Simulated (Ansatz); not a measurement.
Question: Name a neutral molecule of C, F, S, Si and H with HOMO energy (B3LYP/def2-TZVPP) between -7.35 and -7.05 eV and HOMO–LUMO gap (B3LYP/def2-TZVPP) between 6.50 and 6.80 eV (Ansatz, PBE0-D4/def2-TZVP geometry).

Answer: `F[SiH]1CS1` (-7.10 eV, 6.78 eV); `FC1C[SiH2]S1` (-7.06 eV, 6.55 eV); `F[Si](F)(F)CS` (-7.12 eV, 6.69 eV); `FC([SiH3])[SiH2]S` (-7.27 eV, 6.77 eV); `FC[SiH]([SiH3])S` (-7.21 eV, 6.54 eV); `CS[SiH](F)[SiH3]` (-7.10 eV, 6.55 eV). Other molecules can fit too; these were computed, each in one conformer that needn't be the lowest.

B3LYP here is the variant with VWN-RPA as its local correlation; programs differ in this.
